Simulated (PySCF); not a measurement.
C12H10O.
InChI=1S/C12H10O/c1-3-7-11(8-4-1)13-12-9-5-2-6-10-12/h1-10H

Torsions of this conformer, `[cH:1]1[cH:2][cH:3][c:4]([O:5][c:6]2[cH:7][cH:8][cH:9][cH:10][cH:11]2)[cH:12][cH:13]1`: C3–C4–O5–C6 41°, C4–O5–C6–C7 -146°.

The closed-shell ground state was solved at several levels (PySCF, density fitting, gas phase, non-relativistic). One conformer (not necessarily the lowest) at the PBE0-D3(BJ)/def2-SVP geometry, without solvent, vibrations or thermal averaging.

```
          level  basis functions  total energy (Eh)  HOMO (eV)  LUMO (eV)  gap (eV)  dipole (D)
B3LYP/def2-SVPD              343          -538.1540      -6.25      -0.80      5.45        0.89
   PBE/pcSseg-1              271          -537.7824      -5.44      -1.45      3.99        0.91
    B3LYP/pcJ-1              451          -538.5328      -6.22      -0.72      5.50        1.03
```

(1) Estimate the row for PBE0/pcSseg-1, a basis of 271 functions; the other rows only guide the guess.

(2) Over all these levels, which gives the widest orbital gap and which the narrowest?

(3) How far do the dipole and the HOMO energy spread over the levels?

Results:

(1) Total energy -537.8149 Eh, HOMO -6.46 eV, LUMO -0.57 eV, gap 5.89 eV, dipole 1.03 D.

(2) PBE0/pcSseg-1 (global hybrid, 25 % exact exchange) has the widest, 5.89 eV, and PBE/pcSseg-1 (GGA) the narrowest, 3.99 eV. The two share the basis. From the narrowest to the widest the HOMO moves by -1.02 eV and the LUMO by +0.88 eV.

(3) The dipole runs from 0.89 to 1.03 D (mean 0.96 D) and the HOMO from -6.46 to -5.44 eV.
